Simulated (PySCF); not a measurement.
**Energy of W (tungsten, neutral) between two integer charges**

The 6s beta orbital of [Xe] 4f14 5d4 6s2 is emptied in steps (occupation f), with all orbitals relaxed, ending at [Xe] 4f14 5d4 6s1. Computed with PySCF 2.14 in def2-TZVP with the def2 core potential (60 electrons) (6s4p3d1f, 40 functions), with scalar relativity through the core potential. The exact energy is a straight line in f; departures are measured from the line between the end points of the same method.

Question: Among UHF, LDA, PBE, which shows the largest delocalisation error (convex curve), and which is closest to linear?

Answer: Most convex: LDA (-0.701 eV at f = 0.4); closest to linear: UHF (0.040 eV).

```json
{"f": "1", "UHF (eV)": "0.000", "LDA (eV)": "0.000", "PBE (eV)": "0.000"}
{"f": "0.8", "UHF (eV)": "0.029", "LDA (eV)": "-0.464", "PBE (eV)": "-0.447"}
{"f": "0.6", "UHF (eV)": "0.042", "LDA (eV)": "-0.699", "PBE (eV)": "-0.673"}
{"f": "0.4", "UHF (eV)": "0.040", "LDA (eV)": "-0.701", "PBE (eV)": "-0.675"}
{"f": "0.2", "UHF (eV)": "0.026", "LDA (eV)": "-0.468", "PBE (eV)": "-0.448"}
{"f": "0", "UHF (eV)": "0.000", "LDA (eV)": "0.000", "PBE (eV)": "0.000"}
```

```json
{"method": "UHF", "E(f=0) − E(f=1) (eV)": "5.875", "−ε at f=1 (eV)": "6.065", "−ε at f=0.4 (eV)": "5.833"}
{"method": "LDA", "E(f=0) − E(f=1) (eV)": "7.906", "−ε at f=1 (eV)": "5.017", "−ε at f=0.4 (eV)": "8.481"}
{"method": "PBE", "E(f=0) − E(f=1) (eV)": "7.487", "−ε at f=1 (eV)": "4.709", "−ε at f=0.4 (eV)": "8.044"}
```

Reference removal energy between the ground levels: 7.864 eV (measured; NIST Atomic Spectra Database, ionization energies). The calculation has no spin-orbit coupling. UHF lacks correlation.
